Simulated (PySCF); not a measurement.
Si(H)(F)2(Et) (C₂H₆F₂Si), SMILES [SiH](CC)(F)F. The structure is a stationary point at PBE0-D3(BJ)/def2-SVP. One conformer was computed; it need not be the lowest.

Computed equilibrium geometry at PBE0-D3(BJ)/def2-SVP (PySCF confirms it by a frequency run) as bond lengths and angles, and its point group (one conformer of several):
point group Cs.
Atoms: Si1 F2 F3 C4 C5 H6 H7 H8 H9 H10 H11. Bond lengths (Å): Si1–F2 1.619, Si1–F3 1.619, Si1–C4 1.852, Si1–H6 1.482, C4–C5 1.528, C4–H7 1.105, C4–H8 1.105, C5–H9 1.100, C5–H10 1.101, C5–H11 1.101. Bond angles (°): F2–Si1–F3 106.1, F2–Si1–C4 109.5, F2–Si1–H6 108.0, F3–Si1–C4 109.5, F3–Si1–H6 108.0, C4–Si1–H6 115.3, Si1–C4–C5 113.8, Si1–C4–H7 107.5, Si1–C4–H8 107.5, C5–C4–H7 111.0, C5–C4–H8 111.0, H7–C4–H8 105.7, C4–C5–H9 111.5, C4–C5–H10 111.2, C4–C5–H11 111.2, H9–C5–H10 107.7, H9–C5–H11 107.7, H10–C5–H11 107.4.
Charge 0, spin multiplicity 1.
